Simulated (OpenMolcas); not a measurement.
# Tm2+: effect of the metal basis and ligand basis

Tm2+ with 6 ligands (bromide) in octahedral coordination (Oh) at 2.94 Å. A charge of +0.667 e stands 3.2 Å behind each ligand.

| Quantity | Value |
| --- | --- |
| Program | OpenMolcas 26.06 |
| Method | CASSCF |
| Spin-orbit coupling | RASSI with atomic mean-field integrals over the reference wave functions |

Fixed: active space 13 electrons in 7 orbitals (4f), DKH2 Hamiltonian.

States (labels of O, the rotations of Oh). Energies in cm-1 above the lowest state or level, χT in cm3 K/mol; under a threefold ground state the first gap can be a small split of the lowest multiplet, not the spin-orbit step.

```tsv
Run	Metal basis	Ligand basis	Ground state	First state of that spin	First gap with spin-orbit (degeneracies)	Width of lowest J	χT at 300 K	Cost
A	ANO-RCC-VDZP	ANO-RCC-VDZP	2T1	2T2 60.0	36.4 (2, 4)	62	2.568	roughly 60 core-seconds
B	ANO-RCC-VTZP	ANO-RCC-VTZP	2T1	2T2 59.9	35.8 (2, 4)	62	2.568	roughly 8 core-minutes
```

Against A, the width of the lowest J multiplet changes by 0 % in B.

Costs are those of the RASSCF and RASSI steps.

Without dynamic correlation the ligand-field splitting of an f shell can come out too small, at times by half. No measured value stands beside these numbers; the geometry is a model, was not optimised and need not be the one that this ion takes.
